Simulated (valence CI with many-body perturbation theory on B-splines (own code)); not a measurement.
## E1 line list for Pt LXXIII

Calculated by valence CI with perturbative core correlation (CI+MBPT): four valence electrons over a frozen Dirac-Fock core [He], radial functions for each j: 11 s, 11 p, 10 d, 8 f, 5 g, 2 h, with the one-electron correlation potential Σ1 (screened to all orders), the two-electron term Σ2, the three-electron term Σ3, Breit, model QED; selected single and double excitations, second order for the rest, scaled by the run's own slope (own B-spline code, finite nucleus).

No measured spectrum was set against this ion. As an estimate, large intervals hold to a few tenths of a per cent, small ones and those within an open d or f shell to about a per cent. Among the levels kept, up to 1400 cm⁻¹ of a level comes from second order outside the variational space, and about a tenth of that is noise between levels of different J, which matters for small intervals.

Lines 151 to 200 of 600 in falling wavelength, among levels below 1232.5 Ry, chosen from the strongest by gf and those to the six lowest levels. Wavelengths and rates use the calculated energies. Electric multipoles are in the length gauge, E1 and E2 with the static RPA response of the core. Weak lines are less certain than strong ones. Lines between different terms over intervals too small for the method are left out, as are lines whose strength nearly cancels. The highest levels of a list are the least certain.

Levels are named by their leading jj configuration (3d3/2^4 stands for four electrons in 3d with j = 3/2), which in mixed levels can hold well under half, so a name can repeat and another be missing. Letters in brackets count levels of one name in rising energy.

| λ vac (Å) | Upper | Lower | A (s⁻¹) | S (a.u.) |
| --- | --- | --- | --- | --- |
| 18.52 | (2s 2p1/2 2p3/2 3p3/2) J=2 [a] | (2s 2p1/2 2p3/2 3s) J=2 [a] | 1.03e+12 | 1.62e-02 |
| 18.50 | (2s 2p1/2 2p3/2 3p3/2) J=3 [b] | (2s 2p1/2 2p3/2 3s) J=3 | 1.43e+12 | 3.13e-02 |
| 18.48 | (2s^2 2p3/2 3p3/2) J=2 | (2s^2 2p3/2 3s) J=2 | 1.37e+12 | 2.14e-02 |
| 18.19 | (2s 2p3/2^2 3p3/2) J=1 [c] | (2s 2p3/2^2 3s) J=1 [b] | 2.26e+12 | 2.01e-02 |
| 18.10 | (2p1/2^2 2p3/2 3p3/2) J=0 | (2p1/2^2 2p3/2 3s) J=1 | 2.85e+12 | 8.35e-03 |
| 17.99 | (2s 2p3/2^2 3p3/2) J=2 [a] | (2s 2p3/2^2 3s) J=3 | 6.75e+11 | 9.70e-03 |
| 17.95 | (2s^2 2p3/2 3p3/2) J=0 | (2s^2 2p3/2 3s) J=1 | 3.17e+12 | 9.04e-03 |
| 17.66 | (2s 2p1/2 2p3/2 3p3/2) J=3 [c] | (2s 2p1/2 2p3/2 3s) J=2 [b] | 3.28e+11 | 6.23e-03 |
| 6.014 | (2s 2p3/2^2 3p3/2) J=3 [a] | (2s^2 2p3/2 3p3/2) J=2 | 3.56e+12 | 2.68e-03 |
| 6.012 | (2s 2p3/2^2 3d5/2) J=4 [a] | (2s^2 2p3/2 3d5/2) J=3 | 2.46e+12 | 2.37e-03 |
| 5.931 | (2s 2p3/2^2 3d5/2) J=5 | (2s^2 2p3/2 3d5/2) J=4 | 3.77e+12 | 4.27e-03 |
| 5.929 | (2s 2p3/2^2 3s) J=3 | (2s^2 2p3/2 3s) J=2 | 4.78e+12 | 3.44e-03 |
| 5.929 | (2s 2p3/2^2 3p3/2) J=4 | (2s^2 2p3/2 3p3/2) J=3 | 4.27e+12 | 3.95e-03 |
| 5.915 | (2p1/2 2p3/2^2 3p3/2) J=2 | (2s 2p1/2 2p3/2 3p3/2) J=1 [c] | 5.50e+12 | 2.81e-03 |
| 5.914 | (2s 2p3/2^2 3d3/2) J=4 | (2s^2 2p3/2 3d3/2) J=3 | 4.08e+12 | 3.75e-03 |
| 5.908 | (2s 2p3/2^2 3p1/2) J=2 [a] | (2s^2 2p3/2 3p1/2) J=1 | 4.10e+12 | 2.09e-03 |
| 5.908 | (2s 2p3/2^2 3p1/2) J=3 | (2s^2 2p3/2 3p1/2) J=2 | 4.53e+12 | 3.22e-03 |
| 5.897 | (2s 2p3/2^2 3d3/2) J=3 [a] | (2s^2 2p3/2 3d3/2) J=2 | 3.54e+12 | 2.50e-03 |
| 5.892 | (2s 2p1/2 2p3/2^2) J=2 [a] | (2s^2 2p1/2 2p3/2) J=1 | 4.87e+12 | 2.46e-03 |
| 5.856 | (2p1/2 2p3/2^2 3p3/2) J=3 | (2s 2p1/2 2p3/2 3p3/2) J=2 [c] | 1.13e+13 | 7.86e-03 |
| 5.851 | (2p1/2 2p3/2^2 3s) J=2 [a] | (2s 2p1/2 2p3/2 3s) J=1 [c] | 9.68e+12 | 4.78e-03 |
| 5.843 | (2s 2p3/2^2 3d5/2) J=3 [a] | (2s^2 2p3/2 3d5/2) J=2 | 3.40e+12 | 2.34e-03 |
| 5.838 | (2p1/2 2p3/2^2 3p1/2) J=1 [a] | (2s 2p1/2 2p3/2 3p1/2) J=0 | 8.04e+12 | 2.37e-03 |
| 5.819 | (2p1/2 2p3/2^2 3p1/2) J=2 [a] | (2s 2p1/2 2p3/2 3p1/2) J=1 [b] | 1.08e+13 | 5.27e-03 |
| 5.816 | (2s 2p1/2 2p3/2^2) J=3 | (2s^2 2p1/2 2p3/2) J=2 | 4.69e+12 | 3.19e-03 |
| 5.798 | (2p1/2 2p3/2^2 3s) J=3 | (2s 2p1/2 2p3/2 3s) J=2 [c] | 1.23e+13 | 8.29e-03 |
| 5.794 | (2p1/2 2p3/2^2 3s) J=1 [a] | (2s 2p1/2 2p3/2 3s) J=0 | 7.64e+12 | 2.20e-03 |
| 5.793 | (2p1/2 2p3/2^2 3p1/2) J=2 [b] | (2s 2p1/2 2p3/2 3p1/2) J=1 [c] | 1.38e+13 | 6.61e-03 |
| 5.787 | (2s 2p3/2^2 3p3/2) J=2 [a] | (2s^2 2p3/2 3p3/2) J=1 | 5.97e+12 | 2.85e-03 |
| 5.782 | (2p1/2 2p3/2^2 3p1/2) J=3 | (2s 2p1/2 2p3/2 3p1/2) J=2 [c] | 1.39e+13 | 9.27e-03 |
| 5.767 | (2p1/2 2p3/2^2 3s) J=2 [b] | (2s 2p1/2 2p3/2 3s) J=2 [c] | 4.77e+12 | 2.26e-03 |
| 5.740 | (2p1/2 2p3/2^2 3s) J=2 [b] | (2s 2p1/2 2p3/2 3s) J=1 [b] | 1.01e+13 | 4.72e-03 |
| 5.715 | (2s 2p3/2^3) J=2 | (2s^2 2p3/2^2) J=2 | 1.56e+13 | 7.18e-03 |
| 5.696 | (2p1/2^2 2p3/2^2) J=2 | (2s 2p1/2^2 2p3/2) J=1 | 1.44e+13 | 6.59e-03 |
| 5.686 | (2p1/2 2p3/2^3) J=1 | (2s 2p1/2 2p3/2^2) J=1 [a] | 2.22e+13 | 6.04e-03 |
| 5.685 | (2s 2p3/2^2 3p3/2) J=3 [b] | (2s^2 2p3/2 3p3/2) J=2 | 6.50e+12 | 4.12e-03 |
| 5.678 | (2s 2p3/2^2 3d5/2) J=4 [b] | (2s^2 2p3/2 3d5/2) J=3 | 6.78e+12 | 5.51e-03 |
| 5.673 | (2p1/2 2p3/2^3) J=2 | (2s 2p1/2 2p3/2^2) J=1 [b] | 5.44e+12 | 2.45e-03 |
| 5.670 | (2s 2p1/2 2p3/2 3d5/2) J=3 [c] | (2s^2 2p1/2 3d5/2) J=2 | 1.80e+13 | 1.13e-02 |
| 5.669 | (2s 2p1/2 2p3/2 3p3/2) J=2 [c] | (2s^2 2p1/2 3p3/2) J=1 | 1.85e+13 | 8.30e-03 |
| 5.667 | (2p1/2^2 2p3/2 3s) J=1 | (2s 2p1/2^2 3s) J=0 | 1.06e+13 | 2.85e-03 |
| 5.665 | (2s 2p1/2 2p3/2 3d5/2) J=4 [c] | (2s^2 2p1/2 3d5/2) J=3 | 1.76e+13 | 1.42e-02 |
| 5.663 | (2s 2p3/2^2 3d5/2) J=2 [b] | (2s^2 2p3/2 3d5/2) J=1 | 8.88e+12 | 3.98e-03 |
| 5.660 | (2p1/2 2p3/2^3) J=2 | (2s 2p1/2 2p3/2^2) J=2 [b] | 2.84e+13 | 1.27e-02 |
| 5.659 | (2s 2p1/2 2p3/2 3p3/2) J=3 [c] | (2s^2 2p1/2 3p3/2) J=2 | 1.87e+13 | 1.17e-02 |
| 5.657 | (2p1/2^2 2p3/2 3p3/2) J=1 | (2s 2p1/2^2 3p3/2) J=1 | 1.29e+13 | 3.46e-03 |
| 5.655 | (2p1/2^2 2p3/2 3d5/2) J=2 | (2s 2p1/2^2 3d5/2) J=2 | 1.11e+13 | 4.97e-03 |
| 5.654 | (2s 2p3/2^2 3d5/2) J=1 [b] | (2s^2 2p3/2 3d5/2) J=1 | 1.05e+13 | 2.81e-03 |
| 5.653 | (2p3/2^4) J=0 | (2s 2p3/2^3) J=1 | 6.32e+13 | 5.64e-03 |
| 5.651 | (2s 2p3/2^2 3d5/2) J=3 [c] | (2s^2 2p3/2 3d5/2) J=3 | 1.16e+13 | 7.24e-03 |
